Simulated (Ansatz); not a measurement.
Born–Oppenheimer molecular dynamics of C3H9FO3Si (17 atoms, charge 0, multiplicity 1). It starts from a relaxed structure.

Theory: RHF/STO-3G (Ansatz 0.2.0).

| Item | Value |
| --- | --- |
| ensemble | NVT, Nosé–Hoover chain |
| time step | 0.5 fs |
| steps asked | 150 |
| set temperature | 100 K |
| thermostat | time constant 300 fs, chain length 5 |
| seed | 579048 |

First frame:

```xyz
17
Properties=species:S:1:pos:R:3
Si -0.052 -0.060 -0.359
F -0.108 -0.046 1.234
O 1.509 0.018 -0.890
C 2.326 -1.116 -0.614
H 1.933 -2.039 -1.055
H 3.316 -0.940 -1.042
H 2.458 -1.290 0.461
O -0.765 1.298 -0.972
C -2.173 1.409 -0.794
H -2.466 1.438 0.262
H -2.505 2.344 -1.253
H -2.726 0.592 -1.271
O -0.791 -1.440 -0.897
C -1.446 -2.267 0.059
H -0.768 -2.645 0.834
H -2.273 -1.759 0.568
H -1.864 -3.131 -0.465
```

How far do the bonds stretch over the last three quarters of this one trajectory? (Pairs bonded in most of those frames.)


```json
{"bond": "Si1–F2", "mean (Å)": "1.594", "spread (Å)": "0.002", "shortest": "1.59", "longest": "1.60"}
{"bond": "Si1–O3", "mean (Å)": "1.649", "spread (Å)": "0.010", "shortest": "1.63", "longest": "1.67"}
{"bond": "Si1–O8", "mean (Å)": "1.656", "spread (Å)": "0.008", "shortest": "1.64", "longest": "1.67"}
{"bond": "Si1–O13", "mean (Å)": "1.654", "spread (Å)": "0.007", "shortest": "1.64", "longest": "1.67"}
{"bond": "O3–C4", "mean (Å)": "1.425", "spread (Å)": "0.013", "shortest": "1.40", "longest": "1.45"}
{"bond": "C4–H5", "mean (Å)": "1.096", "spread (Å)": "0.008", "shortest": "1.08", "longest": "1.11"}
{"bond": "C4–H6", "mean (Å)": "1.094", "spread (Å)": "0.011", "shortest": "1.07", "longest": "1.11"}
{"bond": "C4–H7", "mean (Å)": "1.097", "spread (Å)": "0.010", "shortest": "1.08", "longest": "1.12"}
{"bond": "O8–C9", "mean (Å)": "1.428", "spread (Å)": "0.005", "shortest": "1.42", "longest": "1.44"}
{"bond": "C9–H10", "mean (Å)": "1.096", "spread (Å)": "0.007", "shortest": "1.09", "longest": "1.11"}
{"bond": "C9–H11", "mean (Å)": "1.093", "spread (Å)": "0.001", "shortest": "1.09", "longest": "1.10"}
{"bond": "C9–H12", "mean (Å)": "1.096", "spread (Å)": "0.008", "shortest": "1.08", "longest": "1.11"}
{"bond": "O13–C14", "mean (Å)": "1.420", "spread (Å)": "0.007", "shortest": "1.41", "longest": "1.43"}
{"bond": "C14–H15", "mean (Å)": "1.097", "spread (Å)": "0.007", "shortest": "1.09", "longest": "1.11"}
{"bond": "C14–H16", "mean (Å)": "1.097", "spread (Å)": "0.008", "shortest": "1.08", "longest": "1.11"}
{"bond": "C14–H17", "mean (Å)": "1.094", "spread (Å)": "0.006", "shortest": "1.08", "longest": "1.10"}
```

Mean temperature of the second half: 48 K. The conserved energy stayed within 0.075 meV per atom of its start (net change 0.043 meV per atom), so the integration is sound. The mean temperature of the second half is 52 % below the set value. A run of 0.075 ps of so small a system gives no equilibrium averages. Limits of this set-up: minimal basis.

Run time: 3.3 min on 1 thread of Intel(R) Xeon(R) 6975P-C (Granite Rapids), with other jobs on the host, peak memory 0.16 GiB.
